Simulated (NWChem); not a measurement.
System: InHBrF; SMILES [F][InH][Br]

NWChem input:

```
start job
memory heap 200 mb stack 900 mb global 1100 mb
geometry units angstroms noautosym nocenter noautoz
  In    -0.268627    -0.849783     0.000000
  H     -1.748415    -1.688753     0.000000
  F      1.436891    -1.802814     0.000000
  Br     0.081843     1.593082     0.000000
end
basis spherical
  * library def2-svpd
end
ecp
  In library def2-ecp
end
dft
  xc pbe0
  iterations 150
end
property
  response 1 0.0
end
task dft property
```

NWChem printed, in part:

```
             Northwest Computational Chemistry Package (NWChem) 7.3.0
             --------------------------------------------------------

                             Geometry "geometry" -> ""
                             -------------------------

 Output coordinates in angstroms (scale by  1.889725989 to convert to a.u.)

  No.       Tag          Charge          X              Y              Z
 ---- ---------------- ---------- -------------- -------------- --------------
    1 In                  49.0000    -0.26862700    -0.84978300     0.00000000
    2 H                    1.0000    -1.74841500    -1.68875300     0.00000000
    3 F                    9.0000     1.43689100    -1.80281400     0.00000000
    4 Br                  35.0000     0.08184300     1.59308200     0.00000000

 Effective nuclear repulsion energy (a.u.)     554.4444478456

                                 NWChem DFT Module
                                 -----------------

 Summary of "ao basis" -> "ao basis" (spherical)
 ------------------------------------------------------------------------------
       Tag                 Description            Shells   Functions and Types
 ---------------- ------------------------------  ------  ---------------------
 In                        def2-svpd                12       32   5s4p3d
 H                         def2-svpd                 4        8   2s2p
 F                         def2-svpd                 9       23   4s3p2d
 Br                        def2-svpd                15       41   6s5p4d

            General Information
            -------------------
          SCF calculation type: DFT
          Wavefunction type:  closed shell.
          No. of atoms     :     4
          No. of electrons :    66
           Alpha electrons :    33
            Beta electrons :    33
          Charge           :     0
          Spin multiplicity:     1
          Use of symmetry is: off; symmetry adaption is: off
          Maximum number of iterations: 150
          AO basis - number of functions:   104
                     number of shells:    40
          Convergence on energy requested:  1.00D-06
          Convergence on density requested:  1.00D-05
          Convergence on gradient requested:  5.00D-04

              XC Information
              --------------
                         PBE0 Method XC Functional
                     Hartree-Fock (Exact) Exchange  0.250
          PerdewBurkeErnzerhof Exchange Functional  0.750
            Perdew 1991 LDA Correlation Functional  1.000 local
           PerdewBurkeErnz. Correlation Functional  1.000 non-local

             Grid Information
             ----------------
          Grid used for XC integration:  medium
          Radial quadrature: Mura-Knowles
          Angular quadrature: Lebedev.
          Tag              B.-S. Rad. Rad. Pts. Rad. Cut. Ang. Pts.
          ---              ---------- --------- --------- ---------
          In                  1.55      123          13.0       590
          H                   0.35       45          13.0       434
          F                   0.50       49          13.0       434
          Br                  1.15      112          13.0       590
          Grid pruning is: on
          Number of quadrature shells:   329
          Spatial weights used:  Erf1

      Superposition of Atomic Density Guess
      -------------------------------------

 Sum of atomic energies:       -2889.93352083

      Non-variational initial energy
      ------------------------------

 Total energy =   -2861.170769
 1-e energy   =   -4589.325754
 2-e energy   =    1460.813893
 HOMO         =      -0.390822
 LUMO         =      -0.045916

   convergence    iter        energy       DeltaE   RMS-Dens  Diis-err
 ---------------- ----- ----------------- --------- --------- ---------
 d= 0,ls=0.0,diis     1  -2863.9260039185 -3.13D+03  1.82D-02  7.85D-01
 d= 0,ls=0.0,diis     2  -2863.5966168746  3.29D-01  1.06D-02  4.53D+00
 d= 0,ls=0.0,diis     3  -2864.0237768483 -4.27D-01  2.46D-03  3.42D-02
 d= 0,ls=0.0,diis     4  -2864.0264329166 -2.66D-03  1.01D-03  1.52D-02
 d= 0,ls=0.0,diis     5  -2864.0282189287 -1.79D-03  8.44D-05  6.18D-05
  Resetting Diis
 d= 0,ls=0.0,diis     6  -2864.0282252173 -6.29D-06  2.16D-05  5.68D-06
 d= 0,ls=0.0,diis     7  -2864.0282259805 -7.63D-07  8.55D-06  1.86D-07

         Total DFT energy =    -2864.028225980514
      One electron energy =    -4590.559502575474
           Coulomb energy =     1577.725053065374
    Exchange-Corr. energy =     -118.534867769597
 Nuclear repulsion energy =      267.341091299183

 Numeric. integr. density =       66.000012943825

                       DFT Final Molecular Orbital Analysis
                       ------------------------------------

 Vector   31  Occ=2.000000D+00  E=-3.520879D-01
              MO Center= -8.6D-02, -1.0D-01,  4.3D-10, r^2= 4.9D+00
   Bfn.  Coefficient  Atom+Function         Bfn.  Coefficient  Atom+Function
  ----- ------------  ---------------      ----- ------------  ---------------
    77      0.367250  4 Br py                80      0.364775  4 Br py
    46     -0.282534  3 F  py                33      0.247861  2 H  s
    74     -0.243959  4 Br py                13     -0.223478  1 In py
    49      0.189161  3 F  py                12     -0.160839  1 In px
    22     -0.155004  1 In d  2              45     -0.139596  3 F  px

 Vector   32  Occ=2.000000D+00  E=-3.240876D-01
              MO Center=  7.2D-02,  1.4D+00, -1.1D-09, r^2= 1.8D+00
   Bfn.  Coefficient  Atom+Function         Bfn.  Coefficient  Atom+Function
  ----- ------------  ---------------      ----- ------------  ---------------
    81      0.565869  4 Br pz                78      0.520592  4 Br pz
    75     -0.344314  4 Br pz                72      0.111835  4 Br pz
    14      0.095937  1 In pz                19     -0.073893  1 In d -1
    47      0.069820  3 F  pz                84      0.064301  4 Br pz
    50     -0.048191  3 F  pz                11     -0.028588  1 In pz

 Vector   33  Occ=2.000000D+00  E=-3.169166D-01
              MO Center=  5.3D-02,  1.4D+00,  6.1D-10, r^2= 2.2D+00
   Bfn.  Coefficient  Atom+Function         Bfn.  Coefficient  Atom+Function
  ----- ------------  ---------------      ----- ------------  ---------------
    79      0.560958  4 Br px                76      0.520937  4 Br px
    73     -0.343116  4 Br px                70      0.111408  4 Br px
    18     -0.108691  1 In d -2              45     -0.080864  3 F  px
    33      0.079309  2 H  s                  4      0.066359  1 In s
     3      0.060164  1 In s                 82      0.059531  4 Br px

 Vector   34  Occ=0.000000D+00  E=-7.783892D-02
              MO Center= -3.2D-01, -4.9D-01,  6.1D-08, r^2= 5.2D+00
   Bfn.  Coefficient  Atom+Function         Bfn.  Coefficient  Atom+Function
  ----- ------------  ---------------      ----- ------------  ---------------
     4      0.856743  1 In s                  3      0.608940  1 In s
    80      0.368214  4 Br py                34     -0.349083  2 H  s
     1     -0.345137  1 In s                 33     -0.263692  2 H  s
    77      0.245851  4 Br py                44     -0.240612  3 F  s
    68     -0.238151  4 Br s                 67     -0.195713  4 Br s

 Vector   35  Occ=0.000000D+00  E=-7.357862D-02
              MO Center= -4.6D-01, -8.1D-01, -5.9D-08, r^2= 4.4D+00
   Bfn.  Coefficient  Atom+Function         Bfn.  Coefficient  Atom+Function
  ----- ------------  ---------------      ----- ------------  ---------------
    17      0.576588  1 In pz                14      0.573654  1 In pz
    81     -0.194857  4 Br pz                11     -0.153482  1 In pz
     8     -0.141975  1 In pz                78     -0.141607  4 Br pz
    47      0.135923  3 F  pz                50     -0.103047  3 F  pz
    53     -0.098563  3 F  pz                75      0.090092  4 Br pz

 Vector   36  Occ=0.000000D+00  E=-2.934747D-03
              MO Center= -7.6D-01, -1.1D+00,  3.4D-09, r^2= 7.3D+00
   Bfn.  Coefficient  Atom+Function         Bfn.  Coefficient  Atom+Function
  ----- ------------  ---------------      ----- ------------  ---------------
    16      0.634362  1 In py                15     -0.488426  1 In px
    44      0.401282  3 F  s                 13      0.363992  1 In py
    32      0.329655  1 In d  2              51     -0.271091  3 F  px
    69      0.261612  4 Br s                 12     -0.255116  1 In px
    68     -0.233649  4 Br s                 83      0.219828  4 Br py

     Multipole analysis of the density
     ---------------------------------

     L   x y z        total         alpha         beta         nuclear
     -   - - -        -----         -----         ----         -------
     0   0 0 0      0.000000    -33.000000    -33.000000     66.000000

     1   1 0 0     -1.129874     -8.508345     -8.508345     15.886817
     1   0 1 0     -0.238761    -19.015080    -19.015080     37.791398
     1   0 0 1     -0.000000     -0.000000     -0.000000      0.000000

     2   2 0 0    -38.146057    -60.834244    -60.834244     83.522431
     2   1 1 0      3.907726     21.602260     21.602260    -39.296794
     2   1 0 1      0.000000      0.000000      0.000000      0.000000
     2   0 2 0    -38.010998   -262.007042   -262.007042    486.003086
     2   0 1 1     -0.000000     -0.000000     -0.000000      0.000000
     2   0 0 2    -32.379462    -16.189731    -16.189731      0.000000

 *** CALLING NEW AORESP DRIVER FOR CLOSED AND OPEN SHELLS ***
 Entering AOResponse driver routine

--------------------------------------------------------------------------------

          -----------------------------------------------
          Solving response equations for perturbing field
          -----------------------------------------------

 number of frequencies:     1
 frequency in a.u.:  0.0000000E+00
 Perturbing field: electric
 Using El. Dipole Length Gauge

 Setting up CPKS with frequency omega =      0.00000000 a.u.

 STATIC response

                                NWChem CPHF Module
                                ------------------

  scftype          =     RHF
  nclosed          =       33
  nopen            =        0
  variables        =     2343
  # of vectors     =        3
  tolerance        = 0.10D-03
  level shift      = 0.00D+00
  max iterations   =       50
  max subspace     =       30

 SCF residual:    6.5363868503126533E-004

Iterative solution of linear equations
  No. of variables     2343
  No. of equations        3
  Maximum subspace       30
        Iterations       50
       Convergence  1.0D-04

   iter   nsub   residual    time
   ----  ------  --------  ---------
     1      3    3.69D+00      51.6
     2      6    3.31D+00      76.4
     3      9    1.17D+00      94.9
     4     12    8.08D-02     113.7
     5     15    1.21D-02     132.1
     6     18    4.27D-03     148.8
     7     21    2.23D-03     165.3
     8     24    2.94D-04     181.7
     9     27    1.37D-05     206.4

 Electric Dipole Response Matrix (nonzero elements):

              1        2        3
    1   54.0615   4.5906  -0.0000
    2    4.5906  72.2519  -0.0000
    3   -0.0000  -0.0000  43.6090

 ------------------------------------------
 average:        56.64078 + I       0.00000

 DFT Linear Response polarizability / au
 Frequency  =       0.0000000 / au
              X              Y              Z
 -----------------------------------------------
 X      54.0614687      4.5905606     -0.0000000
 Y       4.5905636     72.2518821     -0.0000000
 Z      -0.0000000     -0.0000000     43.6089989
 -----------------------------------------------
 Eigenvalues =      52.9686417     73.3447091     43.6089989
 Isotropic   =      56.6407832
 Anisotropic =      26.3343834
 -----------------------------------------------

 Magnetic Dipole Response Matrix (nonzero elements):

 Exiting AOResponse driver routine
```

Level: PBE0/def2-SVPD with def2 effective core potentials on In. Geometry: optimised at PBE0/def2-SVP. Not confirmed as a minimum by frequencies. def2 effective core potentials on In; no spin-orbit coupling.
